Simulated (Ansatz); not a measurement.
`[NH2][Ti]([OH])([OH])[OH]` and `[OH][Ti]([OH])([OH])[F]` differ in one atom or group.

Ansatz, PBE0-D4/def2-TZVP geometries, multiplicity 1. Each molecule was computed in one conformer, which needn't be the lowest.

Scalar relativity is left out up to krypton.

| property | `[NH2][Ti]([OH])([OH])[OH]` |
| --- | --- |
| size of the dipole moment (B3LYP/def2-TZVPP) / D | 1.49 |
| ideal-gas entropy at 298 K and 1 bar (rigid rotor, harmonic PBE0-D4/def2-TZVP) / J/(mol·K) | 375 |
| LUMO energy (B3LYP/def2-TZVPP) / eV | -1.37 |
| LUMO energy (PBE/def2-TZVPP) / eV | -2.08 |
| HOMO–LUMO gap (ωB97M-V/def2-TZVPP) / eV | 10.75 |
| size of the dipole moment (PBE/def2-TZVPP) / D | 1.43 |

Give the same properties after the change, and the shifts. (An estimate is asked.)

The calculation gave: 
| property | `[OH][Ti]([OH])([OH])[F]` | shift |
| --- | --- | --- |
| size of the dipole moment (B3LYP/def2-TZVPP) / D | 2.29 | 0.80 |
| ideal-gas entropy at 298 K and 1 bar (rigid rotor, harmonic PBE0-D4/def2-TZVP) / J/(mol·K) | 367 | -8 |
| LUMO energy (B3LYP/def2-TZVPP) / eV | -1.90 | -0.53 |
| LUMO energy (PBE/def2-TZVPP) / eV | -2.56 | -0.48 |
| HOMO–LUMO gap (ωB97M-V/def2-TZVPP) / eV | 12.42 | 1.67 |
| size of the dipole moment (PBE/def2-TZVPP) / D | 2.22 | 0.79 |

With PBE0 the HOMO falls by 1.89 eV and the LUMO falls by 0.52 eV, so the gap widens by about 1.37 eV. PBE moves the HOMO by -1.59 eV and ωB97M-V by -1.96 eV. The zero-point energy changes by -60.6 kJ/mol with -6 modes. Dipoles are sizes alone; their direction can turn.

B3LYP here is the variant with VWN-RPA as its local correlation; programs differ in this.
